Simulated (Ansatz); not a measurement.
Geometry optimisation, RKS B3LYP-D4/def2-SVP in Ansatz 0.2.0.

Input:

```yaml
crystal:
  periodic: [false, false, false]
  atoms:
    - { symbol: W, position_ang: [0.0, 0.0, 0.0] }
    - { symbol: H, position_ang: [0.8322, 0.0, 1.7303] }
    - { symbol: F, position_ang: [1.8273, 0.0, 0.9293] }
    - { symbol: F, position_ang: [0.0, 1.85, 0.0] }
    - { symbol: F, position_ang: [-1.85, 0.0, 0.0] }
    - { symbol: F, position_ang: [0.0, -1.85, 0.0] }
    - { symbol: F, position_ang: [0.0, 0.0, -1.85] }
basis:
  gaussian: { orbitals: def2-SVP }
hamiltonian:
  xc: b3lyp
  dispersion: d4
relax:
  f_tol: 0.15
  max_steps: 25
  restrain:
    - { distance: [1, 2], at: 0.92, k: 30.0 }
    - { distance: [0, 1], at: 2.92, k: 30.0 }
    - { distance: [0, 2], at: 3.05, k: 30.0 }
output:
  orbitals: {}
```

Launched with:

```bash
$ ansatz run input.yaml --threads 2 --pin off --max-ram 3072MiB --backend cpu --events-out ev --progress --plain --runs-dir out
```

**Question.** Where does it end, and by what steps?

**Answer.** It converged. The restraints hold the end off the free minimum. After 10 steps the energy has fallen by 2.774 eV (the restraints' own energy left out); F7 moved furthest, 0.86 Å. Parted: W1–H2 (1.92 → 2.92 Å), W1–F3 (2.05 → 3.05 Å). Joined: H2–F3 (1.28 → 0.93 Å).

```csv
step,energy less start (eV),largest force component (eV/Å),accepted
0,0.0000,3.360,yes
1,0.7569,6.307,yes
2,0.3739,9.158,yes
3,-1.4109,4.536,yes
4,-1.4833,6.099,yes
5,-2.4476,1.206,yes
6,-2.6524,0.632,yes
7,-2.6922,0.237,yes
8,-2.7409,0.241,yes
9,-2.7619,0.546,yes
10,-2.7738,0.193,yes
```

```xyz
7
Properties=species:S:1:pos:R:3
W -0.549 -0.009 -0.372
H 1.510 0.053 1.701
F 2.153 -0.002 1.036
F -0.380 1.794 -0.021
F -2.320 0.002 0.149
F -0.427 -1.826 -0.086
F 0.822 -0.012 -1.598
```

Time of the run: 51 s on 2 threads of Arm Neoverse V2, on a shared host, peak memory 0.27 GiB.
